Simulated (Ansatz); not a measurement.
Reaction (redistribution): `F[Si]1([SiH3])BO1` + `O[SiH2][SiH2][SiH3]` → `[SiH3][SiH]1BO1` + `O[SiH2][SiH2][SiH2]F`

Isolated molecules relaxed with PBE0-D4/def2-TZVP in Ansatz; ΔE leaves out vibrations. CCSD(T)/CBS is the MP2 limit (def2-TZVPP, def2-QZVPP) plus CCSD(T) − MP2 in def2-TZVPP, frozen cores. DFT in def2-TZVPP. B3LYP here is the variant with VWN-RPA as its local correlation; programs differ in this. One conformer a species, not always the lowest.

`F[Si]1([SiH3])BO1`:

```xyz
9

F    -0.519    2.112   -0.472
Si    0.233    0.709   -0.302
Si   -1.377   -0.957   -0.018
B     2.116    0.660   -0.096
O     1.360    0.766    1.016
H    -2.268   -0.624    1.124
H    -0.663   -2.233    0.242
H    -2.180   -1.075   -1.261
H     3.297    0.643   -0.233
```

`O[SiH2][SiH2][SiH3]`:

```xyz
12

O    -1.533   -2.382    1.159
Si   -1.361   -0.915    0.416
Si    0.869   -0.202    0.270
Si    0.989    1.862   -0.826
H    -1.048   -3.123    0.793
H    -2.150    0.038    1.234
H    -1.927   -0.937   -0.965
H     1.474   -0.086    1.627
H     1.664   -1.205   -0.499
H     2.396    2.333   -0.930
H     0.426    1.738   -2.198
H     0.200    2.879   -0.082
```

`[SiH3][SiH]1BO1`:

Z-matrix (Å, degrees):
```
Si
Si 1 2.331
H 1 1.488 2 108.5
H 1 1.486 2 109.2 3 119.1
H 1 1.488 2 111.6 3 -119.8
B 2 1.908 1 125.2 3 -123.3
O 2 1.769 1 112.1 3 -169.7
H 2 1.487 1 113.3 3 65.3
H 6 1.189 2 165.0 1 96.1
```

`O[SiH2][SiH2][SiH2]F`:

Cartesian coordinates in Å:
```
O -0.863 1.447 1.293
Si -1.487 -0.032 0.889
Si -0.277 -0.680 -1.005
Si 1.924 0.035 -0.650
F 2.902 -0.550 -1.784
H -1.238 1.904 2.048
H -2.955 0.049 0.639
H -1.286 -1.019 1.990
H -0.833 -0.057 -2.237
H -0.329 -2.162 -1.150
H 2.018 1.516 -0.695
H 2.424 -0.452 0.663
```

| level | ΔE (kJ/mol) | difference from CCSD(T)/CBS |
| --- | --- | --- |
| PBE-D4 | 16.9 | 3.4 |
| r2SCAN-D4 | 16.8 | 3.3 |
| PBE0-D4 | 15.8 | 2.3 |
| B3LYP-D4 | 14.2 | 0.7 |
| ωB97X-V | 15.0 | 1.5 |
| ωB97M-V | 15.5 | 2.0 |
| B2PLYP | 14.2 | 0.7 |
| PBE | 17.1 | 3.6 |
| r2SCAN | 16.8 | 3.3 |
| PBE0 | 16.0 | 2.5 |
| B3LYP | 14.6 | 1.1 |
| HF/def2-TZVPP | 11.4 | -2.1 |
| MP2/def2-TZVPP | 13.7 | 0.2 |
| SCS-MP2/def2-TZVPP | 12.7 | -0.8 |
| CCSD/def2-TZVPP | 14.0 | 0.5 |
| CCSD(T)/def2-TZVPP | 14.4 | 0.9 |
| HF/def2-QZVPP | 11.5 | -2.0 |
| MP2/def2-QZVPP | 13.2 | -0.3 |
| SCS-MP2/def2-QZVPP | 12.3 | -1.2 |
| HF/CBS(def2) | 11.6 | -1.9 |
| MP2/CBS(def2) | 12.8 | -0.7 |
| CCSD/CBS(def2) | 13.1 | -0.4 |
| CCSD(T)/CBS | 13.5 | 0 |

Largest T1 diagnostic among the species: 0.017.

CCSD(T)/CBS has its own doubt, a few kJ/mol and more with outer-core shells, so smaller differences from it don't rank the levels.
